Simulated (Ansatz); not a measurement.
Stretching the Br1–Cl2 bond in BrCl (multiplicity 1 held). Energies count from the point at 2.165 Å.


Signs of static correlation in def2-SVP, with CASSCF(14,8), from Ansatz (an electronic-structure program) runs.

```
R (Å)  T1 of restricted CCSD  ⟨S²⟩ of UHF  largest double amplitude of restricted CCSD  weight of the CASSCF reference in MRCISD               CASSCF natural occupations
-----  ---------------------  -----------  -------------------------------------------  ----------------------------------------  ---------------------------------------
1.732                  0.006        0.000                                        0.049                                     0.917  2.00 2.00 2.00 2.00 2.00 2.00 1.99 0.02
1.949                  0.006        0.000                                        0.078                                     0.916  2.00 2.00 2.00 2.00 2.00 2.00 1.98 0.03
2.165                  0.007        0.000                                        0.120                                     0.916  2.00 2.00 2.00 2.00 2.00 2.00 1.95 0.06
2.382                  0.009        0.209                                        0.173                                     0.916  2.00 2.00 2.00 2.00 2.00 2.00 1.90 0.11
2.598                  0.011          [?]                                        0.236                                     0.916  2.00 2.00 2.00 2.00 2.00 2.00 1.82 0.19
2.923                  0.015        0.881                                        0.348                                     0.917  2.00 2.00 2.00 2.00 2.00 2.00 1.64 0.37
3.248                  0.018        0.980                                        0.468                                     0.917  2.00 2.00 2.00 2.00 1.99 1.99 1.44 0.58
3.789                  0.020        1.011                                          [?]                                     0.918  2.00 2.00 1.99 1.99 1.98 1.98 1.21 0.85
4.331                  0.020        1.011                                        0.739                                     0.918  2.00 2.00 2.00 2.00 1.99 1.99 1.01 1.01
4.980                  0.019        1.011                                        0.795                                     0.918  2.00 2.00 2.00 2.00 2.00 2.00 1.00 1.00
5.846                  0.018        1.011                                        0.819                                     0.918  2.00 2.00 2.00 2.00 2.00 2.00 1.00 1.00
6.929                  0.018        1.011                                        0.828                                     0.918  2.00 2.00 2.00 2.00 2.00 2.00 1.00 1.00
8.661                  0.017        1.011                                        0.835                                     0.918  2.00 2.00 2.00 2.00 2.00 2.00 1.00 1.00
```

What belongs in the gaps?


- 2.598, ⟨S²⟩ of UHF: 0.634
- 3.789, largest double amplitude of restricted CCSD: 0.638

Doubts at one or more of the structures used: a restricted determinant that unrestricted orbitals would lower (R-CCSD(T)/def2-SVP); other coupled-cluster roots lie near (R-CCSD(T)/def2-SVP); a spin-contaminated determinant (U-CCSD(T)/def2-SVP); T1 above 0.05 (U-CCSD(T)/def2-SVP); the program's own flag: other amplitudes (U-CCSD(T)/def2-SVP).
